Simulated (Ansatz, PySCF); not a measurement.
Spin gap between two states, R1 and P1; the higher of the two is an excited state, each structure at its B3LYP-D3(BJ)/def2-TZVP stationary point, reached from a drawn start (curvature not checked).
R1, CH2 (SMILES [CH2]) (charge 0, multiplicity 3):
```xyz
3

C      0.0000     0.0000    -0.2750
H      0.9962     0.0000     0.1375
H     -0.9962     0.0000     0.1375
```
P1, CH2 (SMILES [CH2]) (charge 0, multiplicity 1):
```xyz
3

C      0.0000     0.0000    -0.4669
H      0.8620     0.0000     0.2334
H     -0.8620     0.0000     0.2334
```

P less R. No zero-point or thermal terms; singlets are restricted closed shells; open shells are unrestricted.

Codes used: Ansatz (a program for electronic structure) with Gaussian orbitals; PySCF for the D3/D4 terms. No computed number here is a measurement.

Q: One of these levels gives 11.69 kcal/mol for the spin gap. Name it.
A) CAM-B3LYP-D3(BJ)/def2-TZVPP
B) B3LYP-D3(BJ)/def2-TZVPP
C) PBE-D4/def2-TZVPP
D) PBE0/def2-TZVPP

A: B, B3LYP-D3(BJ)/def2-TZVPP. The others give 15.99 (PBE-D4/def2-TZVPP), 17.71 (PBE0/def2-TZVPP), 12.74 (CAM-B3LYP-D3(BJ)/def2-TZVPP)
